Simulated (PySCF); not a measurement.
**How methods differ on the ionisation energy of Sm²⁺**

Sm²⁺ [Xe] 4f6 [4f5/2^6, M_J = 0] → Sm³⁺ [Xe] 4f5 [4f5/2^5, M_J = 5/2], as a difference of total energies. Computed with PySCF 2.14 in x2c-TZVPPall-2c (11s11p10d4f2g, 140 functions), with the two-component X2C-1e Hamiltonian. Correlated levels: [Ar] 3d10 frozen; the 18 highest virtual spinors dropped. "Screened" scales the spin-orbit matrix elements by Boettger's factors to mimic the two-electron term; Breit and QED terms are absent.

| method | ionisation energy (eV) |
| --- | --- |
| GHF (spin-free) | 21.100 |
| GMP2 (spin-free) | 23.637 |
| GHF (screened spin-orbit) | 20.866 |
| GMP2 (screened spin-orbit) | 23.410 |

Task: How much does correlation contribute at GMP2 (screened spin-orbit)?

Result: 23.410 − (20.866) = 2.544 eV, measured against GHF (screened spin-orbit).

The spin-free rows relax to the high-spin LS determinant and lack the spin-orbit shift.

The labels give the starting determinants; with spin-orbit coupling the two ends relaxed to ⟨J²⟩ = 5.51, ⟨L²⟩ = 11.92, ⟨S²⟩ = 11.91 and ⟨J²⟩ = 13.08, ⟨L²⟩ = 29.82, ⟨S²⟩ = 8.68.

The determinant of Sm²⁺ and of Sm³⁺ mixes levels of different J (the jj label is only the starting occupation), so the difference between spin-free and spin-orbit rows is not the physical spin-orbit shift.

For comparison: 23.55 ± 0.08 eV (semi-empirical (NIST evaluation); NIST Atomic Spectra Database, ionization energies).
